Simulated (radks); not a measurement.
The mean radii <r> (bohr) of the occupied orbitals of an atom or ion are listed with their occupations. All-electron calculation, Dirac Kohn-Sham, PBEsol, spin-unpolarised, spherical densities, finite nucleus; Fermi nuclear charge, rms radius of each element as measured or else 0.836 A^(1/3) + 0.57 fm. Program: a radial shooting solver on a logarithmic mesh with Libxc functionals.

orbital  occ.      <r>
1s1/2       2  0.02559
2s1/2       2   0.1093
2p1/2       2  0.09195
2p3/2       4  0.09795
3s1/2       2   0.2918
3p1/2       2   0.2817
3p3/2       4   0.2936
3d3/2       4   0.2645
3d5/2       6   0.2682
4s1/2       2   0.6741
4p1/2       2   0.6971
4p3/2       4   0.7244
4d3/2       4   0.7951
4d5/2       6   0.8051
5s1/2       2    1.638
5p1/2       2    1.862
5p3/2       4    1.948
6s1/2       2    4.767

Name the element and its charge. Open shells, if any, fill j = l - 1/2 first.

Answer. Z = 56, barium, charge 0: Ba in [Xe] 6s2. The 1s radius gives Z: for a bare nucleus <r> = (2 gamma + 1)/(2Z) with gamma = sqrt(1 - (Z/c)^2), 0.02523 bohr for Z = 56, and screening makes it slightly larger (0.02559 here). The occupations add up to 56, and the charge is Z minus that.
